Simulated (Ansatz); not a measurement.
`P[TeH]` + H₂ → H₂Te + PH₃ at 600 K and 1 bar (hydrogenolysis of a Te–P bond).

Isolated molecules relaxed with PBE0-D4/def2-TZVP in Ansatz; ΔE leaves out vibrations. CCSD(T)/CBS is the MP2 limit (def2-TZVPP, def2-QZVPP) plus CCSD(T) − MP2 in def2-TZVPP, frozen cores. This one scheme is used for every species. def2 core potentials past Kr. For Te outer-core shells are correlated without core-valence functions, which leaves a few kJ/mol of doubt a bond.

```tsv
species	CCSD(T)/CBS energy (Eh)	H − E (kJ/mol)	S (J/(mol·K))
`P[TeH]`	-610.46278	98.4	337.9
H₂	-1.17544	43.9	150.8
H₂Te	-268.91024	52.9	255.0
PH₃	-342.72256	86.3	240.2
```

H − E and S are ideal-gas, rigid-rotor, harmonic terms from PBE0-D4/def2-TZVP. The MP2-based limit puts H₂ 0.8 mEh under its directly extrapolated value; such offsets cancel only in part. 1 Eh = 2625.50 kJ/mol, R = 8.31446 J/(mol·K).

**Question.** By hand: ΔE, ΔH, ΔS and ΔG.

**Answer.** ΔE = (-268.91024) + (-342.72256) − (-610.46278) − (-1.17544) = 0.00542 Eh = 14.2 kJ/mol. Δ(H − E) = 52.9 + 86.3 − 98.4 − 43.9 = -3.1, so ΔH = 11.1 kJ/mol. ΔS = 255.0 + 240.2 − 337.9 − 150.8 = 6.5 J/(mol·K). ΔG = 11.1 − 600 × (6.5)/1000 = 7.2 kJ/mol.

**Question.** By hand: the equilibrium constant, and the temperature at which ΔG would vanish if ΔH and ΔS stayed fixed.

**Answer.** log₁₀ K = −ΔG/(RT ln 10) = -0.6. ΔG = 0 at ΔH/ΔS = 1708 K, though so small a ΔS makes that figure unsure.

TΔS isn't small against ΔH here. A doubt of 5 kJ/mol in ΔE shifts log₁₀ K by 0.4 here. These are equilibria of isolated gas molecules and say nothing of rates. Largest T1 diagnostic: 0.013 (customary marks: 0.02 for closed shells, 0.045 for open ones).
